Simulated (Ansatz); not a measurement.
Si2H3F3 (SMILES F[Si](F)(F)[SiH3]): the energy to break a bond

The species is Si2H3F3 (8 atoms), meant as a singlet with charge 0. As SMILES, `F[Si](F)(F)[SiH3]`. The shape was relaxed beforehand at r2SCAN/def2-SVP.

```xyz
8

F     1.3219   -1.0568    1.5289
Si    0.5324   -0.9868    0.1280
F    -0.5000   -2.2216    0.1070
F     1.6121   -1.2559   -1.0351
Si   -0.5501    1.0493   -0.1525
H    -1.5308    1.2303    0.9564
H     0.4641    2.1422   -0.1228
H    -1.2573    1.0423   -1.4655
```

Wanted: the dissociation energy of the Si5–Si2 bond into doublet SiH3 and doublet SiF3 (shapes relaxed at r2SCAN/def2-SVP, no zero-point term). 1 Eh = 2625.50 kJ/mol = 27.2114 eV. Totals in Eh; open shells run unrestricted unless said.

```
          level  program      Si2H3F3  doublet SiH3  doublet SiF3
    HF/def2-SVP   Ansatz  -877.685941   -290.533837   -587.048383
   PBE/def2-SVP   Ansatz  -879.485270   -290.972999   -588.382600
r2SCAN/def2-SVP   Ansatz  -879.898793   -291.105757   -588.665986
```

Q: Work out the dissociation energy at each level.

A: 
1. HF/def2-SVP: (-290.533837) + (-587.048383) − (-877.685941) = 0.103721 Eh = 272.3 kJ/mol = 2.82 eV.
2. PBE/def2-SVP: (-290.972999) + (-588.382600) − (-879.485270) = 0.129671 Eh = 340.5 kJ/mol = 3.53 eV.
3. r2SCAN/def2-SVP: (-291.105757) + (-588.665986) − (-879.898793) = 0.127050 Eh = 333.6 kJ/mol = 3.46 eV.

The levels span 272 to 340 kJ/mol; no measured value is set beside them. Hartree–Fock lacks the correlation of the bonding electrons, so it comes out low. A bond enthalpy at 298 K also holds the loss of zero-point energy and thermal terms.
